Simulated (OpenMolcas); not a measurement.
# OpenMolcas run: Ar6+

Input:

```
&GATEWAY
Coord
1

Ar 0.0 0.0 0.0
Basis=ANO-RCC
Group=XYZ
NoMove
AngMom=0.0 0.0 0.0
AMFI
&SEWARD
* reference wave functions (RASSCF and RASSI steps not shown): 2 electrons in 8 orbitals (3s 3p 4s 4p)
>>> COPY JOB001 $Project.JobIph
&CASPT2
Multistate=3 1 2 3
Frozen=1 0
IPEA=0.25
Shift=0.2
MaxIter=60
WThr=0.0 0.3 0.05
PrWF=0.5
NoMix
>>> COPY JOB002 $Project.JobIph
&CASPT2
Multistate=6 1 2 3 4 5 6
Frozen=1 0
IPEA=0.25
Shift=0.2
MaxIter=60
WThr=0.0 0.3 0.05
PrWF=0.5
NoMix
>>> COPY JOB003 $Project.JobIph
&CASPT2
Multistate=3 1 2 3
Frozen=1 0
IPEA=0.25
Shift=0.2
MaxIter=60
WThr=0.0 0.3 0.05
PrWF=0.5
NoMix
...
```

Launched by
```bash
OMP_NUM_THREADS=1 MOLCAS_MEM=2252 MOLCAS_PROJECT=a pymolcas a.inp > a.log  # once for each step of the input, in one work folder
```

Output, cut to the results:

```
--- CASPT2 ---
Orbital specifications:
      -----------------------

      Symmetry species                           1   2
                                                ag  au
      Frozen orbitals                            1   0
      Inactive orbitals                          1   3
      Active orbitals                            2   6
      Secondary orbitals                        47  40
      Deleted orbitals                           0   0
      Number of basis functions                 51  49
Type of calculation                        MS-CASPT2
      Fock operator                              state-specific
      IPEA shift                                 0.25
      Real shift                                 0.20
      Imaginary shift                            0.00
      The input orbitals will be transformed to quasi-canonical
Reference energy:        -516.2994041871
      E2 (Non-variational):      -0.1704664527
      Shift correction:          -0.0016462749
      E2 (Variational):          -0.1721127277
      Total energy:            -516.4715169147
      Residual norm:              0.0000008586
      Reference weight:           0.99184
      Contributions to the CASPT2 correlation energy
      Active & Virtual Only:         -0.0095304341
      One Inactive Excited:          -0.0319413226
      Two Inactive Excited:          -0.1289946960
Reference energy:        -516.2994041871
      E2 (Non-variational):      -0.1704672737
      Shift correction:          -0.0016462974
      E2 (Variational):          -0.1721135711
      Total energy:            -516.4715177582
      Residual norm:              0.0000008586
      Reference weight:           0.99184
      Contributions to the CASPT2 correlation energy
      Active & Virtual Only:         -0.0095304340
      One Inactive Excited:          -0.0319421454
      Two Inactive Excited:          -0.1289946943
::    CASPT2 Root  1     Total energy:   -516.47151691
::    CASPT2 Root  2     Total energy:   -516.47151776
::    CASPT2 Root  3     Total energy:   -516.47151801
::    MS-CASPT2 Root  1     Total energy:   -516.47151801
::    MS-CASPT2 Root  2     Total energy:   -516.47151776
::    MS-CASPT2 Root  3     Total energy:   -516.47151691
--- CASPT2 ---
Orbital specifications:
      -----------------------

      Symmetry species                           1   2
                                                ag  au
      Frozen orbitals                            1   0
      Inactive orbitals                          1   3
      Active orbitals                            2   6
      Secondary orbitals                        47  40
      Deleted orbitals                           0   0
      Number of basis functions                 51  49
Type of calculation                        MS-CASPT2
      Fock operator                              state-specific
      IPEA shift                                 0.25
      Real shift                                 0.20
      Imaginary shift                            0.00
      The input orbitals will be transformed to quasi-canonical
Reference energy:        -517.5463647781
      E2 (Non-variational):      -0.1660058568
      Shift correction:          -0.0011284010
      E2 (Variational):          -0.1671342578
      Total energy:            -517.7134990359
      Residual norm:              0.0000003783
      Reference weight:           0.99439
      Contributions to the CASPT2 correlation energy
      Active & Virtual Only:         -0.0042261224
      One Inactive Excited:          -0.0306961761
      Two Inactive Excited:          -0.1310835582
Reference energy:        -516.2108905869
      E2 (Non-variational):      -0.2376007376
      Shift correction:          -0.0131329730
      E2 (Variational):          -0.2507337106
      Total energy:            -516.4616242975
      Residual norm:              0.0000003487
      Reference weight:           0.93838
      Contributions to the CASPT2 correlation energy
      Active & Virtual Only:         -0.0762395075
      One Inactive Excited:          -0.0321491629
      Two Inactive Excited:          -0.1292120672
::    CASPT2 Root  1     Total energy:   -517.71349904
::    CASPT2 Root  2     Total energy:   -516.46162430
::    CASPT2 Root  3     Total energy:   -516.46164141
::    CASPT2 Root  4     Total energy:   -516.46162787
::    CASPT2 Root  5     Total energy:   -516.46162438
::    CASPT2 Root  6     Total energy:   -516.46162728
::    MS-CASPT2 Root  1     Total energy:   -517.71349904
::    MS-CASPT2 Root  2     Total energy:   -516.46165182
::    MS-CASPT2 Root  3     Total energy:   -516.46163043
::    MS-CASPT2 Root  4     Total energy:   -516.46162449
::    MS-CASPT2 Root  5     Total energy:   -516.46162101
::    MS-CASPT2 Root  6     Total energy:   -516.46161747
--- CASPT2 ---
Orbital specifications:
      -----------------------

      Symmetry species                           1   2
                                                ag  au
      Frozen orbitals                            1   0
      Inactive orbitals                          1   3
      Active orbitals                            2   6
      Secondary orbitals                        47  40
      Deleted orbitals                           0   0
      Number of basis functions                 51  49
Type of calculation                        MS-CASPT2
      Fock operator                              state-specific
      IPEA shift                                 0.25
      Real shift                                 0.20
      Imaginary shift                            0.00
      The input orbitals will be transformed to quasi-canonical
Reference energy:        -517.0236441530
      E2 (Non-variational):      -0.1647039677
      Shift correction:          -0.0015267552
      E2 (Variational):          -0.1662307229
      Total energy:            -517.1898748759
      Residual norm:              0.0000004697
      Reference weight:           0.99242
...
```

Levels above the lowest, from the spin-orbit matrix with the single-state CASPT2 energies, averaged by term, on its diagonal:

```
Configuration  Term  J  E (cm⁻¹)  Measured (cm⁻¹)  Term weight %
          3s²    ¹S  0       0.0              0.0            100
        3s 3p   ³P°  0    113386           113101            100
        3s 3p   ³P°  1    114135           113906            100
        3s 3p   ³P°  2    115691           115590            100
        3s 3p   ¹P°  1    172628           170722            100
```

Against the 4 measured excited levels shown (Saloman, J. Phys. Chem. Ref. Data 39, 033101 (2010)) the mean absolute deviation is 630 cm-1; the largest miss in energy is 3s 3p ¹P°₁: computed 172628, measured 170722 cm⁻¹ (+1.1 %).

Over all roots computed the reference weight is 0.94 to 0.99; the roots of lowest weight are the least certain, and an intruder state may touch them. Active for correlation alone: 4p 4s; no level in the range computed is led by a configuration that fills them, so any true level of that kind is missing. Computed and measured levels are paired by configuration, term and J; levels that our copy of the source lacks, or whose pairing is in doubt (as where it misses far off the trend of its configuration), stay unpaired and out of the deviations. Only configurations of the active space appear. The first state left out of the spin-orbit step lies near 330000 cm-1 above the lowest spin-free state of the reference (among the parities and spins computed), and the list stops at four fifths of that energy or lower.

The CASPT2 steps took 22 s on 1 thread of Intel(R) Xeon(R) Platinum 8259CL CPU @ 2.50GHz (Skylake/Cascade Lake) (shared host); the integral step is not counted.

The term weight is that of the spin-free term in the level, not the purity of its configuration. ° marks odd parity.
